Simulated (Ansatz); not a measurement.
H₈Si₃, triplet, at the geometry of the source list (a higher spin typed on purpose: for a closed-shell molecule this is an excited state); CASSCF(6,7)/STO-3G (Ansatz, a quantum-chemistry and plane-wave program).

Ansatz was given this input:
Ansatz 0.2 input:
```yaml
crystal:
  periodic: [false, false, false]
  atoms:
    - {symbol: Si, position_ang: [1.83350000, 0.72000000, -0.04900000]}
    - {symbol: Si, position_ang: [0.18550000, -0.90700000, -0.10830000]}
    - {symbol: Si, position_ang: [-1.96320000, -0.06790000, 0.12610000]}
    - {symbol: H, position_ang: [3.20460000, 0.21970000, -0.17340000]}
    - {symbol: H, position_ang: [1.64610000, 1.69020000, -1.13010000]}
    - {symbol: H, position_ang: [1.77910000, 1.47330000, 1.20670000]}
    - {symbol: H, position_ang: [0.43970000, -1.92270000, 0.92860000]}
    - {symbol: H, position_ang: [0.28420000, -1.68650000, -1.35530000]}
    - {symbol: H, position_ang: [-2.26320000, 0.90450000, -0.92860000]}
    - {symbol: H, position_ang: [-2.11210000, 0.64330000, 1.39840000]}
    - {symbol: H, position_ang: [-3.03420000, -1.06710000, 0.08490000]}
basis:
  gaussian:
    orbitals: STO-3G
hamiltonian:
  xc: hf
correlation: {active_space: {window: {electrons: 6, orbitals: 7}}}
magnetization: {spin_polarized: false, initial_magnetization: 2}
```

What the program printed (banner, timings and long lists left out):

```
Functional definition: HF
391 factors; integrals over basis functions are off by at most 3.6e-5 eV
mean field evaluation 1: about -23431.3976 eV, gradient 1.2e1 eV
mean field evaluation 2: about -23431.4427 eV, gradient 1.2e1 eV
mean field evaluation 4: about -23432.6812 eV, gradient 7.5e-1 eV
mean field evaluation 8: about -23432.6875 eV, gradient 4.4e-2 eV
mean field evaluation 16: about -23433.0070 eV, gradient 2.6e-5 eV
mean field -23433.00697472 eV, -861.1471228582 hartree, gradient 1.4e-6 eV, S^2 2.000000; 0 other end points of the search recorded, 0 dependent functions left out
reference -23433.00697472 eV, -861.1471228582 hartree; 26, 24 occupied and 9, 11 virtual orbitals, 391 factors
state -23434.02033894 eV, -861.1843633067 hartree
the orbitals are reached from a further start. From the first start the search ends at -23434.01456143 eV, -861.1841509869 hartree
Total energy: -23434.02033894 eV, -861.1843633067 hartree
```
